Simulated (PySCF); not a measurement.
TiI3: Ti(III) (d1), charge 0. The structure is a PBE0-D3(BJ)/def2-TZVP geometry optimised for multiplicity 2; coordination trigonal planar, point group D3h, metal–donor distances 2.55 Å.

Method (PySCF 2.14, density fitting): CASSCF(1,5) with orbitals averaged over all microstates of the shell, strongly contracted NEVPT2 on the averaged canonical orbitals; basis x2c-TZVPall on the metal, x2c-SVPall elsewhere; spin-free X2C; gas phase; spin-orbit coupling by state interaction with the mean-field operator over all roots.

CASSCF energies above the lowest CASSCF root:

```csv
state,CASSCF / cm⁻¹
2A1',0
2E'',2397
2E',10630
```

Problem. How does dynamic correlation (SC-NEVPT2) move these states?

Solution. 
| state | NEVPT2 / cm⁻¹ | shift / cm⁻¹ |
| --- | --- | --- |
| 2A1' | 0 | 0 |
| 2E'' | 3387 | +990 |
| 2E' | 11968 | +1338 |

Charge-transfer states lie outside this active space and may come lower than some of these levels. NEVPT2 lifts 2E'' from 2397 to 3387 cm⁻¹; on the d shell alone such lifts tend to overshoot. NEVPT2 on the d shell alone tends to put d–d bands too high for such charged or covalently bound ions.
